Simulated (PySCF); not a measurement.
**Simulated absorption spectrum**

Compound: C7H6N2Se.
InChI=1S/C7H6N2Se/c1-6-7(3-2-4-8)5-9-10-6/h2-3,5H,1H3/b3-2+

Level of theory: TDDFT wB97X-D/def2-SVPD, vertical, gas phase, core orbitals frozen in the response (PySCF). Geometry: PBE0-D3(BJ)/def2-SVP, one conformer, isolated molecule. The wB97X-D/def2-SVPD calculation is non-relativistic and has no spin–orbit coupling, an omission that weighs most on selenium. Torsions of this conformer, `[CH3:1][c:2]1[se:3][n:4][cH:5][c:6]1/[CH:7]=[CH:8]/[C:9]#[N:10]`: C5–C6–C7–C8 0°.

Computed states:

```csv
state,E (eV),f
S1,4.56,0.681
S2,5.05,0.030
S3,5.06,0.0001
S4,5.37,0.0005
S5,5.54,0.089
S6,5.83,0.0004
```

Each state is given a Gaussian of 0.25 eV full width at half maximum, with ε(max) = 2.175×10⁸ f / Δν̃ (Δν̃ the width in cm⁻¹). The width is an assumption, not a result. The curve ends short of the highest state used, and states not computed would add to its high-energy end.

Q: What does the envelope look like, and where are its maxima?

A: 
```
λ (nm)  ε (L mol⁻¹ cm⁻¹)
 237.0               868
 238.7              1295
 240.4              1905
 242.1              2544
 243.8              3037
 245.5              3243
 247.2              3111
 248.9              2704
 250.6              2175
 252.3              1735
 254.0              1637
 255.7              2216
 257.4              3922
 259.1              7332
 260.8             13025
 262.5             21349
 264.2             32114
 265.9             44378
 267.6             56483
 269.3             66404
 271.0             72319
 272.7             73167
 274.4             68952
 276.1             60685
 277.8             50006
 279.5             38674
 281.2             28138
 282.9             19302
 284.6             12511
 286.3              7679
 288.0              4472
 289.7              2475
 291.4              1305
 293.1               657
 294.8               316
 296.5               145
```

Maxima: 272 nm (4.56 eV), ε about 73000, made up of S1 (100%); 246 nm (5.05 eV), ε about 3200, made up of S2 (100%) (ε in L mol⁻¹ cm⁻¹; maxima over ε = 5, shares over 10%).

Q: Does any computed singlet lie in the visible range?

A: No computed singlet lies in the visible range (380 to 750 nm); the lowest, at 272 nm, stands 1.29 eV above its violet end (3.26 eV).

Q: On this curve, what absorbance would a 10⁻³ mol/L sample give at 248 nm over a 1 cm path?

A: 248 nm is 4.999 eV, where ε is about 2900 L mol⁻¹ cm⁻¹, so A = ε c l ≈ 2.9 (Beer–Lambert, with the gas-phase spectrum and the assumed width).

Q: What would ε be at 4.56 eV, the highest of these maxima, with half the width (0.125 eV)?

A: About 147000 L mol⁻¹ cm⁻¹ against 73500, a factor of about 1.99; a lone state at its own centre would give exactly 2.
